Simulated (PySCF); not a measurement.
## Fractional electron number in Ti (titanium, neutral)

The 4s beta orbital of [Ar] 3d2 4s2 is emptied in steps (occupation f), with all orbitals relaxed, ending at [Ar] 3d2 4s1. Computed with PySCF 2.14 in jorge-DZP-DKH (8s6p2d1f, 43 functions), with scalar relativity by spin-free X2C-1e. The exact energy is a straight line in f; departures are measured from the line between the end points of the same method.

```
  f  BHandHLYP (eV)  BLYP (eV)
  1           0.000      0.000
0.8          -0.227     -0.447
0.6          -0.347     -0.676
0.4          -0.353     -0.680
0.2          -0.240     -0.455
  0           0.000      0.000
```

| method | E(f=0) − E(f=1) (eV) | −ε at f=1 (eV) | −ε at f=0.4 (eV) |
| --- | --- | --- | --- |
| BHandHLYP | 6.611 | 5.209 | 6.871 |
| BLYP | 6.740 | 3.967 | 7.288 |

Orbital energy along the path (eV):

| f | BHandHLYP | BLYP |
| --- | --- | --- |
| 1 | -5.209 | -3.967 |
| 0.8 | -5.742 | -5.046 |
| 0.6 | -6.293 | -6.153 |
| 0.4 | -6.871 | -7.288 |
| 0.2 | -7.489 | -8.449 |
| 0 | -8.077 | -9.459 |

Reference removal energy between the ground levels: 6.828 eV (measured; NIST Atomic Spectra Database, ionization energies). The calculation has no spin-orbit coupling.
